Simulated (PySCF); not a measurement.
# Relaxation of triplet BrWN

These are results of UPBE0 in PySCF with W def2-TZVP with ECP60, N def2-TZVP, Br def2-TZVP; scalar-relativistic core potentials, no spin–orbit coupling; density-fitted integrals, not measurements. A (50,194) grid was used.

A start displaced from a saddle point along its imaginary mode, of Cs symmetry, held to at least that symmetry:

```xyz
3
charge 0 multiplicity 3, angstrom
W     0.0000    0.0315   -0.6369
N     0.0000   -0.2500   -2.3005
Br    0.0000   -0.0292    1.8927
```

(1) What does it relax to?

(2) How much energy is released, and in how many steps?

Results:

(1) It ends at Cs with W–Br 2.419 Å, W–N 1.654 Å; Br–W–N 108.7° (after a last refinement on a finer grid). A frequency run shows a minimum. Other isomers or separated fragments may lie lower.

(2) 84.8 kJ/mol in 12 steps.

With open d or f shells other occupations or spin states may lie lower. With an element this heavy the missing spin–orbit coupling can shift these numbers.

The relaxation took 38 s on 4 threads of a shared Arm Neoverse V2 host, with 119 basis functions and 13 gradients; the process peaked at 1.2 GiB.
